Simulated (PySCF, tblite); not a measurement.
Isomers of C7H11NP2, one GFN2-xTB conformer each. Single-point energies are computed at PBE0/pcSseg-1 (PySCF, gas phase, no added dispersion term), electronic only.

**Question.** Rank them by PBE0/pcSseg-1 energy, lowest first (kJ/mol).
A. `Cc1cc(N(C)C)pcp1`
B. `[CH3:1][P:2]([CH2:3][PH2:4])[c:5]1[cH:6][cH:7][n:8][cH:9][cH:10]1` with C1–P2–C3–P4 -178°, P2–C3–P4–H -28° and 64°, C1–P2–C5–C6 70°

**Answer.** B (0.0), A (30.4).

GFN2-xTB itself gives, in the same order: 0.0, 20.1. Both levels put the same isomer lowest.

**Question.** Which frontier levels, dipoles and rotational constants go with these structures?

**Answer.** 
```tsv
SMILES	HOMO (eV, PBE0/pcSseg-1)	LUMO (eV)	dipole (D)	A, B, C (MHz)
CP(CP)c1ccncc1	-6.96	-1.05	2.58	1549, 660.8, 506.2
Cc1cc(N(C)C)pcp1	-5.70	-1.39	4.46	1605, 759.5, 520.8
```

**Question.** What happens when harmonic zero-point energies from GFN2-xTB frequencies are added?

**Answer.** 
| SMILES | ZPE (kJ/mol) | electronic (kJ/mol) | with ZPE (kJ/mol) |
| --- | --- | --- | --- |
| CP(CP)c1ccncc1 | 414.9 | 0.0 | 0.0 |
| Cc1cc(N(C)C)pcp1 | 430.2 | 30.4 | 45.7 |

The zero-point energies span 15.3 kJ/mol. The order is unchanged.
